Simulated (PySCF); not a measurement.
VCl3, SMILES [Cl][V]([Cl])[Cl] (connectivity only; charge and spin as stated), neutral, multiplicity 3. Atoms are numbered in the order given.

```xyz
4

V      0.0000     0.0000    -0.0506
Cl     0.0000    -1.8064     1.1356
Cl     0.0000     0.0000    -2.2028
Cl     0.0000     1.8064     1.1356
```
Charge 0, spin multiplicity 3.

The structure is a stationary point at r2SCAN-D4/def2-SVP. The spin state was assumed, not searched.

The numbers are results of PBE/def2-TZVPD (PySCF), not measurements.

Gas-phase values at a fixed geometry.

Computed frontier levels, dipole moment and polarisability:
The α spin, highest occupied and lowest empty level comes out as -5.69 and -5.32 eV, the β spin, highest occupied and lowest empty level is -8.20 and -4.44 eV and the dipole moment is 0.130 e·Å. The quadrupole, principal values (traceless, Buckingham form, about the centre of nuclear charge) comes out as -2.47, -1.24, 3.71 D·Å and the mean static polarisability is 89.9 bohr³ (13.32 Å³). The polarisability, principal values is 57.0, 98.2, 114.5 bohr³ and the ⟨S²⟩ is 2.024 (pure state 2.00).
